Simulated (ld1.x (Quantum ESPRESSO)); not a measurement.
# Co, TM: configuration errors across variants

cobalt, norm-conserving Troullier–Martins (Kleinman–Bylander form), made with ld1.x (Quantum ESPRESSO) 7.5 (PBEsol, scalar-relativistic). Core [Ne], reference 3s2 3p6 3d7 4s2 4p0. Waves: 3p (bound): rc 1.25 bohr; 3d (bound): rc 1.10 bohr; 3s (bound): rc 1.30 bohr. Local part: the s channel. Core correction: none.

Occupied shells without a wave of their own: 4s. They enter only through the test configuration that unscreens the potential.

All-electron excitation energies from the reference (eV): (1) 3s2 3p6 3d7 4s1 4p0 9.045; (2) 3s2 3p6 3d7 4s0 4p0 25.742; (3) 3s2 3p6 3d6 4s0 4p0 61.579; (4) 3s2 3p6 3d6 4s2 4p1 9.691; (5) 3s2 3p6 3d7 4s1 4p1 4.383; (6) 3s2 3p6 3d5 4s0 4p0 116.893; (7) 3s2 3p6 3d8 4s0 4p0 6.422.

For the base: The 4s level has no wave, so the channel is fitted at the deeper level alone: the likely source of the large errors.

2 further variants failed, have other tests or too few solved ones, and are left out.

The file “base” misses its own reference levels by 1.0 eV. The file “all radii scaled by about 0.82 (s 1.06, p 1.02, d 0.90 bohr)” misses its own reference levels by 0.3 eV. The file “all radii scaled by about 0.90 (s 1.18, p 1.12, d 1.00 bohr)” misses its own reference levels by 0.6 eV. The file “all radii scaled by about 1.04 (s 1.34, p 1.30, d 1.14 bohr)” misses its own reference levels by 1.3 eV. The file “all radii scaled by about 1.11 (s 1.44, p 1.38, d 1.22 bohr)” misses its own reference levels by 1.5 eV. The file “all radii scaled by about 1.17 (s 1.52, p 1.46, d 1.28 bohr)” misses its own reference levels by 2.0 eV.

Errors AE − PS in meV (a dash: test not solved or not reliable):

| change | (1) | (2) | (3) | (4) | (5) | (6) | (7) | bound ghosts |
| --- | --- | --- | --- | --- | --- | --- | --- | --- |
| base | -1347 | -3421 | -5037 | +338 | -966 | -6767 | -2086 | none |
| all radii scaled by about 0.76 (s 0.98, p 0.94, d 0.84 bohr) | -289 | -737 | -1108 | +78 | -207 | -1506 | -436 | none |
| all radii scaled by about 0.82 (s 1.06, p 1.02, d 0.90 bohr) | -463 | -1182 | -1769 | +125 | -331 | -2397 | -702 | none |
| all radii scaled by about 0.90 (s 1.18, p 1.12, d 1.00 bohr) | -823 | -2095 | -3115 | +216 | -588 | -4204 | -1257 | none |
| all radii scaled by about 1.04 (s 1.34, p 1.30, d 1.14 bohr) | -1663 | -4214 | -6169 | +408 | -1194 | -8265 | -2595 | none |
| all radii scaled by about 1.11 (s 1.44, p 1.38, d 1.22 bohr) | -1998 | -5052 | -7349 | +471 | -1442 | -9810 | -3144 | none |
| all radii scaled by about 1.17 (s 1.52, p 1.46, d 1.28 bohr) | -2560 | -6422 | -9353 | +487 | -1829 | -12505 | -3983 | none |

(1) Give the same row for: all radii scaled by about 1.23 (s 1.60, p 1.54, d 1.36 bohr).

Results:

(1) -2912, -7267, -10608, +454, -2069, -14203, -4483; bound ghosts: none.
